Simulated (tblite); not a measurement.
H₈LiO₄ (SMILES [OH2]->[Li+](<-[OH2])(<-[OH2])<-[OH2]), charge +1, singlet, geometry from GFN2-xTB (such geometries of metal compounds can be far from the true shape); GFN1-xTB in tblite 0.6.0.

Input for tblite:
```
$ tblite run mol.xyz --method gfn1 --charge 1 --spin 0 --grad --json tblite.json --no-restart

# file mol.xyz
13

Li    -0.00000000    -0.00000000     0.00000000
O      1.56474128    -0.33763891    -0.97885944
H      1.81743891     0.06481306    -1.81266588
H      2.29587622    -0.91209539    -0.74108161
O      0.45257509     0.32010193     1.79256566
H      1.15256609     0.88211730     2.13204786
H      0.05001919    -0.08104729     2.56592516
O     -0.87446830     1.50184443    -0.70735395
H     -1.37706481     1.56104858    -1.52282219
H     -0.94335988     2.36896344    -0.30187222
O     -1.14284807    -1.48430744    -0.10635227
H     -2.07137750    -1.53107049     0.13185595
H     -0.92409821    -2.35272921    -0.45138705
```

It wrote (shortened):

```
xTB calculator
 | screened Coulomb repulsion
 | Coulomb electrostatics
 |  * isotropic Klopman-Ohno-Mataga-Nishimoto electrostatics
 |  * onsite third-order electrostatics
 | DFT-D3(BJ) dispersion correction

halogen bonding energy    0.0000000000000E+00 Eh
repulsion energy          1.5613379248477E-01 Eh
dispersion energy        -3.0950951798846E-03 Eh
number of electrons       3.2000000000000E+01 e
integral cutoff           4.0000000000000E+01 bohr

------------------------------------------------------------
  cycle        total energy    energy error   density error
------------------------------------------------------------
      1     -22.86493638313  -2.3017975E+01   6.3331243E-01
      2     -23.09829765395  -2.3336127E-01   2.8207661E-01
      3     -23.12956667572  -3.1269022E-02   6.9999166E-02
      4     -23.13051494359  -9.4826787E-04   2.0658028E-02
      5     -23.13110617380  -5.9123020E-04   1.0987338E-03
      6     -23.13110743489  -1.2610932E-06   5.4549809E-04
      7     -23.13110784926  -4.1437508E-07   2.0748572E-05
      8     -23.13110784988  -6.1563910E-10   9.6113971E-07
------------------------------------------------------------

electronic energy        -2.3284146547185E+01 Eh
total energy             -2.3131107849880E+01 Eh

Post processing:
 | Mayer-Wiberg bond orders

[Info] Tight-binding results written to 'tblite.txt'
[Info] JSON dump of results written to 'tblite.json'
```
